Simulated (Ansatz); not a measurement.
Species: H3ClGeO3, SMILES `[OH][Ge]([OH])([OH])[Cl]` (charge 0, multiplicity 1).

Task: Give a relaxed geometry from PBE-D3(BJ)/def2-TZVP in Ansatz (a first-principles code).

Result: One answer among several that fit: the end point of this relaxation, one of several conformers (outside a Z-matrix the atoms follow the SMILES, hydrogens last).
Cartesian coordinates (Å) in one orientation:
```xyz
8

O     -1.392    -0.341    -1.022
Ge    -0.007     0.025     0.021
O      1.368     0.490    -0.995
O      0.424    -1.433     0.931
Cl    -0.507     1.640     1.388
H     -1.730     0.465    -1.450
H      2.110     0.811    -0.454
H     -0.266    -1.657     1.580
```
